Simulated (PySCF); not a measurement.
C2H6Si, SMILES C1[SiH2]C1. Geometry optimised at B3LYP-D3(BJ)/def2-TZVP.

Question: Give the equilibrium geometry at B3LYP-D3(BJ)/def2-TZVP (PySCF confirms it by a frequency run) as a Z-matrix, and its point group. (The exact figures need the calculation; the answer reports its results.)

Answer: point group C2v.
```
C
H 1 1.0838
H 1 1.0838 2 112.55
C 1 1.5524 2 116.17 3 -137.40
H 4 1.0838 1 116.17 2 0.00
H 4 1.0838 5 112.55 1 -137.40
Si 1 1.8516 2 119.41 3 147.62
H 7 1.4730 1 119.41 2 -147.62
H 7 1.4730 8 114.52 1 -151.24
```
Charge 0, spin multiplicity 1.
